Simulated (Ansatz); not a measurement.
## Calibrating B3LYP-D4/def2-TZVPP on molecular compounds of Al

The atomisation energy (no zero-point term) in kJ/mol of 7 molecular compounds of Al: x at B3LYP-D4/def2-TZVPP, y at CCSD(T)/CBS estimate. Shapes, held fixed at every level: PBE0-D4/def2-TZVP. Flexible molecules stand in one conformer, not always the lowest. Programs: Ansatz 0.2.0.

| molecule | x (kJ/mol) | y (kJ/mol) |
| --- | --- | --- |
| AlH(CH3)(OH) | 2801 | 2819 |
| AlSiH4O2F (SMILES [OH][Al]([F])[O][SiH3]) | 3410 | ? |
| C2H9AlN2 (SMILES C[CH2][Al]([NH2])[NH2]) | 5127 | 5117 |
| C6H9Al (SMILES C=[CH][Al]([CH]=C)[CH]=C) | 6574 | 6557 |
| C5H12AlCl (SMILES CC(C)(C)[CH2][AlH][Cl]) | 7230 | 7248 |
| C6H18AlN3 (SMILES C[N](C)[Al]([N](C)C)[N](C)C) | 10687 | 10638 |
| C7H17AlO3 (SMILES C[O][Al]([O]C(C)C)[O]C(C)C) | 11286 | 11303 |

Fit y = c + s·x to the known rows and predict y for AlSiH4O2F.


1. Means of the 6 rows: x = 7284.17, y = 7280.3.
2. Σ(Δx)² = 52853367, Σ(Δx·Δy) = 52706632, so the slope is 52706632/52853367 = 0.99722.
3. Intercept: 7280.3 − (0.99722) × 7284.17 = 16.4. The largest residual of the fit is 36.
4. AlSiH4O2F: 16.4 + 0.99722 × 3410 = 3417 kJ/mol.

CCSD(T)/CBS estimate gives 3466 kJ/mol, so the prediction is off by -49 kJ/mol, more than the largest residual. Uncorrected, B3LYP-D4/def2-TZVPP misses AlSiH4O2F by -56 kJ/mol, and the other rows by 22 on average. The line removes about 10 % of this miss. Left out in turn, the other rows are missed by 33 kJ/mol on average, worse than no correction. The CBS estimate extrapolates MP2 from def2-TZVPP and def2-QZVPP and adds CCSD(T) − MP2 in the triple-zeta set, cores frozen.
